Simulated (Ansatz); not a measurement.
H₉Si₅ (SMILES [SiH]1[SiH2][SiH2][SiH2][SiH2]1), doublet, at a GFN2-xTB geometry. Base run: BLYP/STO-3G in Ansatz (a quantum-chemistry and plane-wave program).

Here is a job for Ansatz.
Ansatz 0.2 input:
```yaml
crystal:
  periodic: [false, false, false]
  atoms:
    - {symbol: Si, position_ang: [0.22496068, 1.95440188, -0.01027980]}
    - {symbol: Si, position_ang: [1.88800118, 0.44842216, 0.55798722]}
    - {symbol: Si, position_ang: [0.94515537, -1.67383499, 0.29088219]}
    - {symbol: Si, position_ang: [-1.27426537, -1.42182704, -0.36648372]}
    - {symbol: Si, position_ang: [-1.75058991, 0.86157224, -0.51971999]}
    - {symbol: H, position_ang: [0.07045402, 3.07203494, 0.93982683]}
    - {symbol: H, position_ang: [2.47985432, 0.61277713, 1.89442217]}
    - {symbol: H, position_ang: [3.04627284, 0.62184605, -0.33380809]}
    - {symbol: H, position_ang: [1.70712927, -2.45744605, -0.68791237]}
    - {symbol: H, position_ang: [1.04860490, -2.46514999, 1.52306830]}
    - {symbol: H, position_ang: [-1.53179502, -2.08967682, -1.64724305]}
    - {symbol: H, position_ang: [-2.18526124, -2.09795509, 0.56523578]}
    - {symbol: H, position_ang: [-2.18131473, 1.21542148, -1.88215708]}
    - {symbol: H, position_ang: [-2.91961163, 1.22586879, 0.29516486]}
basis:
  gaussian:
    orbitals: STO-3G
hamiltonian:
  xc: blyp
magnetization: {spin_polarized: true, initial_magnetization: 1}
```

Each row names what was changed in the base input (with any setting that the change needs).

```json
[
 {"change": "base", "ΔE vs base (mEh)": "0.000"},
 {"change": "lower_state_search = off", "ΔE vs base (mEh)": "0.000"},
 {"change": "final_grid = 4, 8, 17", "ΔE vs base (mEh)": "0.150"},
 {"change": "final_grid = 10, 20, 41", "ΔE vs base (mEh)": "-0.001"},
 {"change": "point_charge = charge:-1.0 position_ang:-4.7777, -2.8316, -3.2212", "ΔE vs base (mEh)": "-1.157"},
 {"change": "forces = on", "ΔE vs base (mEh)": "0.000"},
 {"change": "accuracy = high", "ΔE vs base (mEh)": "0.004"},
 {"change": "final_grid = 14, 28, 59", "ΔE vs base (mEh)": "0.000"},
 {"change": "final_grid = 6, 12, 29", "ΔE vs base (mEh)": "-0.001"},
 {"change": "lower_state_search = full", "ΔE vs base (mEh)": "0.000"},
 {"change": "lower_state_search = light", "ΔE vs base (mEh)": "0.000"}
]
```
